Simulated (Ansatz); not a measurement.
`B[O][AlH][CH3]` + `O[SiH2]S` → `BO[SiH2]S` + `[CH3][AlH][OH]`  (ligand exchange at a B–O bond)

Program: Ansatz. Geometries: PBE0-D4/def2-TZVP. ΔE: electronic, gas phase. CBS: MP2 limit from def2 TZ/QZ plus the TZ coupled-cluster correction, frozen cores. Functionals use def2-TZVPP. One conformer a species, not always the lowest.

```
           level  ΔE (kJ/mol)
     LDA (SPW92)         12.0
       r2SCAN-D4         11.4
           BHLYP         12.3
         LC-ωPBE         10.6
     HF/def2-SVP         14.9
CCSD(T)/def2-SVP          8.1
  MP2/def2-TZVPP          7.1
    HF/CBS(def2)         12.8
```

(1) What does CCSD(T)/CBS give? (Estimate.)

Largest T1 diagnostic among the species: 0.013.

Results:

(1) Computed: +7.9 kJ/mol. The listed levels differ from it by 4.1, 3.5, 4.4, 2.7, 7.0, 0.2, -0.8, 4.9 kJ/mol.

In def2-TZVPP, CCSD(T) changes the Hartree–Fock value by −5.4 kJ/mol (the triples alone add −0.8 kJ/mol) and MP2 by −5.7 kJ/mol. Leaving LDA and LC-ωPBE aside and taking each functional with its dispersion term where it has one, the values, not all of them listed here, spread over 2.8 kJ/mol, from ωB97X-V to B97M-V.
